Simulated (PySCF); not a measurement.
Sn²²⁺ (tin, charge +22) across methods

[Ar] 3d10, closed-shell 1S. Calculation: PySCF 2.14, in an uncontracted even-tempered set (17 s from 2.5 bohr⁻², ratio 2.5; 11 p from 3.2 bohr⁻², ratio 2.5; 8 d from 3.2 bohr⁻², ratio 2.5; 4 f from 17 bohr⁻², ratio 2.7; 3 g from 25 bohr⁻², ratio 2.7); the non-relativistic Hamiltonian (point nucleus).

```
method  E (hartree)  mean ε 3s (eV)  mean ε 3p (eV)  mean ε 3d (eV)  Σ⟨r²⟩ (bohr²)   ⟨S²⟩
PBEsol     -5809.35         -1405.9         -1297.8         -1099.3          2.292  0.000
r2SCAN     -5812.53         -1416.9         -1305.8         -1102.9          2.288  0.000
   LDA     -5806.73         -1405.1         -1297.6         -1099.6          2.293  0.000
  PBE0     -5812.09         -1422.8         -1312.2         -1109.9          2.290  0.000
   PBE     -5811.85         -1406.6         -1298.3         -1099.5          2.291  0.000
   UHF  -5811.22407         -1469.4         -1351.9         -1138.9          2.286  0.000
M06-2X     -5812.99         -1432.9         -1323.8         -1121.1          2.287  0.000
```

A non-relativistic calculation at this Z misses sizeable relativistic shifts.
